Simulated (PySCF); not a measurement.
Sb(Cl)2(OMe) (CH3Cl2OSb), SMILES C[O][Sb]([Cl])[Cl]. Atoms are numbered in the order given.

```xyz
8

Sb    -0.6573    -0.2324     0.0000
Cl     0.8585    -0.7021     1.7718
Cl     0.8585    -0.7021    -1.7718
O     -0.4611     1.7159     0.0000
C      0.7814     2.3793     0.0000
H      1.3767     2.1293    -0.8951
H      1.3767     2.1293     0.8951
H      0.5821     3.4617     0.0000
```
Charge 0, spin multiplicity 1.

Geometry optimised at PBE0-D3(BJ)/def2-SVP. The structure was generated by enumeration; whether it is a known compound was not checked. The def2 effective core potentials stand for the cores of Sb; spin–orbit coupling is left out. Other conformers were not sampled.

These are PySCF with PBE0-D3(BJ)/def2-SVP values and carry that method's errors.

Frequencies are harmonic and unscaled.

Computed normal modes with their intensities:
```json
[
 {"mode": "1", "ν (cm⁻¹)": "82", "IR (km/mol)": "2.6", "Raman (Å⁴/amu)": "2.4", "depolarisation": "0.75", "moving atoms (share of kinetic energy)": "C 40 %, H 29 %, Cl 29 %"},
 {"mode": "2", "ν (cm⁻¹)": "104", "IR (km/mol)": "0.0", "Raman (Å⁴/amu)": "0.6", "depolarisation": "0.75", "moving atoms (share of kinetic energy)": "H 88 %"},
 {"mode": "3", "ν (cm⁻¹)": "118", "IR (km/mol)": "4.0", "Raman (Å⁴/amu)": "3.3", "depolarisation": "0.75", "moving atoms (share of kinetic energy)": "Cl 74 %, C 11 %, Sb 8 %"},
 {"mode": "4", "ν (cm⁻¹)": "137", "IR (km/mol)": "5.8", "Raman (Å⁴/amu)": "3.4", "depolarisation": "0.60", "moving atoms (share of kinetic energy)": "Cl 50 %, C 23 %, Sb 16 %, H 10 %"},
 {"mode": "5", "ν (cm⁻¹)": "204", "IR (km/mol)": "15.2", "Raman (Å⁴/amu)": "0.6", "depolarisation": "0.75", "moving atoms (share of kinetic energy)": "O 73 %, Cl 12 %, H 10 %"},
 {"mode": "6", "ν (cm⁻¹)": "293", "IR (km/mol)": "5.1", "Raman (Å⁴/amu)": "0.9", "depolarisation": "0.75", "moving atoms (share of kinetic energy)": "O 36 %, C 27 %, H 17 %, Sb 13 %"},
 {"mode": "7", "ν (cm⁻¹)": "358", "IR (km/mol)": "72.0", "Raman (Å⁴/amu)": "7.7", "depolarisation": "0.75", "moving atoms (share of kinetic energy)": "Cl 75 %, Sb 25 %"},
 {"mode": "8", "ν (cm⁻¹)": "370", "IR (km/mol)": "41.7", "Raman (Å⁴/amu)": "12.1", "depolarisation": "0.08", "moving atoms (share of kinetic energy)": "Cl 75 %, Sb 24 %"},
 {"mode": "9", "ν (cm⁻¹)": "567", "IR (km/mol)": "58.7", "Raman (Å⁴/amu)": "21.5", "depolarisation": "0.20", "moving atoms (share of kinetic energy)": "O 68 %, Sb 13 %, C 12 %"},
 {"mode": "10", "ν (cm⁻¹)": "1122", "IR (km/mol)": "193.0", "Raman (Å⁴/amu)": "4.6", "depolarisation": "0.27", "moving atoms (share of kinetic energy)": "O 52 %, C 45 %"},
 {"mode": "11", "ν (cm⁻¹)": "1170", "IR (km/mol)": "0.8", "Raman (Å⁴/amu)": "2.7", "depolarisation": "0.75", "moving atoms (share of kinetic energy)": "H 77 %, C 18 %"},
 {"mode": "12", "ν (cm⁻¹)": "1179", "IR (km/mol)": "0.5", "Raman (Å⁴/amu)": "3.3", "depolarisation": "0.19", "moving atoms (share of kinetic energy)": "H 75 %, C 19 %"},
 {"mode": "13", "ν (cm⁻¹)": "1455", "IR (km/mol)": "7.6", "Raman (Å⁴/amu)": "5.6", "depolarisation": "0.60", "moving atoms (share of kinetic energy)": "H 88 %, C 10 %"},
 {"mode": "14", "ν (cm⁻¹)": "1462", "IR (km/mol)": "8.4", "Raman (Å⁴/amu)": "20.7", "depolarisation": "0.75", "moving atoms (share of kinetic energy)": "H 97 %"},
 {"mode": "15", "ν (cm⁻¹)": "1479", "IR (km/mol)": "10.6", "Raman (Å⁴/amu)": "11.8", "depolarisation": "0.74", "moving atoms (share of kinetic energy)": "H 96 %"},
 {"mode": "16", "ν (cm⁻¹)": "3027", "IR (km/mol)": "49.3", "Raman (Å⁴/amu)": "132.7", "depolarisation": "0.02", "moving atoms (share of kinetic energy)": "H 97 %"},
 {"mode": "17", "ν (cm⁻¹)": "3117", "IR (km/mol)": "18.6", "Raman (Å⁴/amu)": "34.9", "depolarisation": "0.75", "moving atoms (share of kinetic energy)": "H 90 %, C 10 %"},
 {"mode": "18", "ν (cm⁻¹)": "3147", "IR (km/mol)": "15.1", "Raman (Å⁴/amu)": "155.8", "depolarisation": "0.51", "moving atoms (share of kinetic energy)": "H 90 %, C 10 %"}
]
```
